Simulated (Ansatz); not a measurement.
`CO[Si]OC` + HBr → `CO[Si]Br` + CH₃OH at 400 K and 1 bar (ligand exchange at the Si–O bond).

Calculated with Ansatz (gas phase, PBE0-D4/def2-TZVP geometries, no zero-point term in ΔE). CCSD(T)/CBS adds triple-zeta CCSD(T) − MP2 to the extrapolated MP2 energy (def2 sets, frozen cores). This one scheme is used for every species. For Br outer-core shells are correlated without core-valence functions, which leaves a few kJ/mol of doubt a bond. Scalar relativity is left out up to krypton. Each species was taken in one conformer, which may not be the lowest.

```tsv
species	CCSD(T)/CBS energy (Eh)	H − E (kJ/mol)	S (J/(mol·K))
`CO[Si]OC`	-519.17085	255.8	384.9
HBr	-2573.91920	27.6	207.2
`CO[Si]Br`	-2977.47730	140.6	357.8
CH₃OH	-115.61712	151.2	252.6
```

H − E and S are ideal-gas, rigid-rotor, harmonic terms from PBE0-D4/def2-TZVP, for one conformer and one mirror image of each species. 1 Eh = 2625.50 kJ/mol, R = 8.31446 J/(mol·K).

Problem. By hand: ΔE, ΔH, ΔS and ΔG.

Solution. ΔE = (-2977.47730) + (-115.61712) − (-519.17085) − (-2573.91920) = -0.00437 Eh = -11.5 kJ/mol. Δ(H − E) = 140.6 + 151.2 − 255.8 − 27.6 = 8.4, so ΔH = -3.1 kJ/mol. ΔS = 357.8 + 252.6 − 384.9 − 207.2 = 18.3 J/(mol·K). ΔG = -3.1 − 400 × (18.3)/1000 = -10.4 kJ/mol.

Problem. By hand: the equilibrium constant, and the temperature at which ΔG would vanish if ΔH and ΔS stayed fixed.

Solution. log₁₀ K = −ΔG/(RT ln 10) = 1.4. ΔH and −TΔS have one sign here, so there is no such temperature.

TΔS isn't small against ΔH here. A doubt of 5 kJ/mol in ΔE shifts log₁₀ K by 0.7 here. Other conformers and mirror images would add mixing entropy, several J/(mol·K) or more a flexible species. These are equilibria of isolated gas molecules and say nothing of rates. Largest T1 diagnostic: 0.014 (customary marks: 0.02 for closed shells, 0.045 for open ones).
